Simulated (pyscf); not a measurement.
**Four-centre exchange: H₃Si–S–SiH₃ (SMILES [SiH3]S[SiH3]) + Cl–Ge:–Cl (SMILES [Cl][Ge][Cl]) [singlet] → H₃Si–Cl (SMILES [SiH3]Cl) + H₃Si–S–Ge:–Cl (SMILES [SiH3][S][Ge][Cl]) [singlet]**

Gas phase, singlet surface, charge 0. Bonds broken: Si1–S2, Ge10–Cl11. Bonds formed: Si1–Cl11, S2–Ge10. PySCF, gas phase, ωB97X-D3(BJ)/def2-SVP geometries.

Transition state (Å):

```xyz
12

Si    -2.3913     0.7371    -0.1018
S     -1.0234    -1.1467     0.6571
Si     0.8071    -0.5539    -0.3411
H     -1.8060     0.4033    -1.4370
H     -3.6533     0.0177     0.1876
H     -2.6962     2.1873    -0.2920
H      1.9349    -1.3515     0.1909
H      0.5632    -0.8912    -1.7691
H      0.9962     0.9110    -0.1948
Ge    -0.7655    -0.4845     2.9558
Cl    -1.7047     1.5592     2.0300
Cl     1.3496     0.1669     2.7914
```

One imaginary mode, 275i cm⁻¹; descent along it reached the two sides named, in the forms told below.

```tsv
bond	change	reactant side (Å)	saddle	product side
Si1–S2	breaks	2.180	2.449	3.4
Ge10–Cl11	breaks	2.241	2.432	3.0
Si1–Cl11	forms	3.4	2.386	2.098
S2–Ge10	forms	2.6	2.406	2.253
```

Electronic energies relative to the separated reactants (kJ/mol):

```json
[
 {"level": "ωB97X-D3(BJ)/def2-TZVP", "barrier": "14.2", "reaction energy": "-13.1", "reverse barrier": "27.4"},
 {"level": "PBE/def2-TZVP", "barrier": "34.5", "reaction energy": "-9.2", "reverse barrier": "43.7"},
 {"level": "r²SCAN/def2-TZVP", "barrier": "31.0", "reaction energy": "-12.5", "reverse barrier": "43.4"},
 {"level": "B3LYP-D3(BJ)/def2-TZVP", "barrier": "27.6", "reaction energy": "-14.0", "reverse barrier": "41.6"},
 {"level": "PBE0-D3(BJ)/def2-TZVP", "barrier": "18.8", "reaction energy": "-12.1", "reverse barrier": "31.0"},
 {"level": "M06-2X/def2-TZVP", "barrier": "35.5", "reaction energy": "-13.0", "reverse barrier": "48.5"},
 {"level": "ωB97M-D3(BJ)/def2-TZVP", "barrier": "38.5", "reaction energy": "-10.9", "reverse barrier": "49.4"},
 {"level": "HF/def2-TZVP", "barrier": "124.5", "reaction energy": "-7.9", "reverse barrier": "132.4"}
]
```

With ωB97M-D3(BJ)/def2-TZVP energies and thermal terms (ideal gas, 1 atm, RRHO with modes under 100 cm⁻¹ raised to 100, one conformer, R ln 2 for chiral ones without a mode under 150 cm⁻¹), in kJ/mol:

```csv
T (K),ΔH‡,ΔG‡,ΔH,ΔG
298,42.2,98.8,-9.7,-5.1
600,44.4,155.2,-9.9,-0.4
900,46.7,210.2,-10.1,+4.4
1200,49.0,264.3,-10.2,+9.2
```

On the reactant side the descent ends in an adduct with a Ge–S contact, 70.6 kJ/mol under the separated species and 84.9 kJ/mol under the saddle at ωB97X-D3(BJ)/def2-TZVP. On the product side the descent ends in a complex, 32.2 kJ/mol under the separated species and 59.6 kJ/mol under the saddle at ωB97X-D3(BJ)/def2-TZVP. What is counted as formed (Ge–S) is already present as a longer contact in the reactant adduct; forming that adduct is a step of its own. This is the saddle that the search found; another between the same sides may lie lower. Elements up to Kr have no core potential and no relativistic terms here.
